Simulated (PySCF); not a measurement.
**Correlation energy of Re (rhenium, neutral)**

[Xe] 4f14 5d6 6s1, high-spin 6D determinant (an excited configuration). Computed with PySCF 2.14 in def2-QZVPPD with the def2 core potential (60 electrons) (7s6p4d4f2g, 91 functions), with a scalar-relativistic core potential. Frozen: 5s2 5p6; 7 electrons correlated.

```
  level  correlation energy (mhartree)
   CCSD                        -140.87
    (T)                          -6.57
CCSD(T)                        -147.44
```

Diagnostics: T1 = 0.010, D1 = 0.0281, largest double amplitude 0.030.

**Question.** Is a single reference adequate?

**Answer.** Yes, within this model without spin-orbit coupling: T1 lies below 0.03 and no double amplitude reaches 0.07.
